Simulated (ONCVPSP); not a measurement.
Which change was made? (I, ONCV)

```json
{
  "Element": "iodine (I)",
  "Generator": "ONCVPSP 4.0.1",
  "Type": "optimised norm-conserving Vanderbilt (ONCV)",
  "Functional": "PBE",
  "Relativity": "scalar-relativistic",
  "Frozen core": "[Kr] 4d10",
  "Valence charge": "7",
  "Reference configuration": "5s1.5 5p5.5",
  "Partial waves": "5s: rc 1.70 bohr, ncon 4, nbas 7, qcut 3.7 1/bohr, local; 5p: rc 1.95 bohr, ncon 4, nbas 7, qcut 4.3 1/bohr, 3 projectors, debl 3.3 Ha",
  "Local potential": "the s channel",
  "Core correction": "polynomial model core, fcfact 0.7"
}
```

Cutoffs, loose and tight: the cutoffs (Ha) at which the residual kinetic energy of the hardest occupied pseudo-wave falls to 1 and 0.1 mHa per electron. They do not see the model core or the augmentation charge, which bear on the density cutoff. Test errors are all-electron minus pseudo excitation energies from the reference, over the configurations 5s2 5p5; 5s2 5p4; 5s2 5p3; 5s1 5p6; variants that change the core or the reference have their own tests.

The base gives: outcome: generated; cutoff, loose: 14 Ha; cutoff, tight: 32 Ha; bound ghosts: p; GHOST(+) flags above zero: p; largest test error (meV): -18.

**Question.** After one change the result is: outcome: generated; cutoff, loose: 14 Ha; cutoff, tight: 32 Ha; bound ghosts: none; GHOST(+) flags above zero: p; largest test error (meV): -17. Which change was it?
A. s: nproj 1; local potential polynomial inside 1.35 bohr (lpopt 5, dvloc0 0 Ha)
B. non-relativistic
C. core correction Teter function, fcfact 2.75, rcfact 1.3
D. p: ncon 3, nbas 6

**Answer.** D. The others give: non-relativistic → outcome: failed: ERROR pspot: first pseudo wave function has node, program will stop | s: nproj 1; local potential polynomial inside 1.35 bohr (lpopt 5, dvloc0 0 Ha) → outcome: generated; cutoff, loose: 14 Ha; cutoff, tight: 32 Ha; bound ghosts: s; GHOST(+) flags above zero: p; largest test error (meV): -18 | core correction Teter function, fcfact 2.75, rcfact 1.3 → outcome: generated; cutoff, loose: 14 Ha; cutoff, tight: 32 Ha; bound ghosts: p; GHOST(+) flags above zero: p; largest test error (meV): -23.
